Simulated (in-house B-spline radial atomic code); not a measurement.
What moves the levels of Sn II (Sn+) ([Kr] 4d10 5s2 5p1)? Level of theory: Dirac-Hartree-Fock, average of the jj configuration, Fermi nucleus of rms radius 4.5605 fm; calculated with a B-spline radial code for spherical atoms.

Baseline run (computed): total energy -6175.9149 hartree, 1s1/2 at -1079.617 hartree, 5p1/2 at -14.196 eV with <r> = 2.881 bohr.

Changing the nucleus:

| nucleus | ΔE (eV) |
| --- | --- |
| Fermi nucleus of rms radius 4.5679 fm, A = 109 | 0.0128 |
| Fermi nucleus of rms radius 4.5785 fm, A = 110 | 0.0311 |
| Fermi nucleus of rms radius 4.5836 fm, A = 111 | 0.0399 |
| Fermi nucleus of rms radius 4.5948 fm, A = 112 | 0.0593 |
| Fermi nucleus of rms radius 4.6015 fm, A = 113 | 0.0709 |
| Fermi nucleus of rms radius 4.6099 fm, A = 114 | 0.0855 |
| Fermi nucleus of rms radius 4.6148 fm, A = 115 | 0.094 |
| Fermi nucleus of rms radius 4.625 fm, A = 116 | 0.112 |
| Fermi nucleus of rms radius 4.6302 fm, A = 117 | 0.121 |
| Fermi nucleus of rms radius 4.6393 fm, A = 118 | 0.137 |
| Fermi nucleus of rms radius 4.6438 fm, A = 119 | 0.145 |
| Fermi nucleus of rms radius 4.6519 fm, A = 120 | 0.159 |
| Fermi nucleus of rms radius 4.6566 fm, A = 121 | 0.167 |
| Fermi nucleus of rms radius 4.6634 fm, A = 122 | 0.179 |
| Fermi nucleus of rms radius 4.6665 fm, A = 123 | 0.184 |
| Fermi nucleus of rms radius 4.6735 fm, A = 124 | 0.197 |
| Fermi nucleus of rms radius 4.6765 fm, A = 125 | 0.202 |
| Fermi nucleus of rms radius 4.6833 fm, A = 126 | 0.214 |
| Fermi nucleus of rms radius 4.6867 fm, A = 127 | 0.22 |
| Fermi nucleus of rms radius 4.6921 fm, A = 128 | 0.229 |
| Fermi nucleus of rms radius 4.6934 fm, A = 129 | 0.232 |
| Fermi nucleus of rms radius 4.7019 fm, A = 130 | 0.247 |
| Fermi nucleus of rms radius 4.7078 fm, A = 131 | 0.257 |
| Fermi nucleus of rms radius 4.7093 fm, A = 132 | 0.26 |

A larger nucleus binds the electrons less, roughly as the density at the nucleus times the change of the nuclear <r²>. The reference is A = 108.
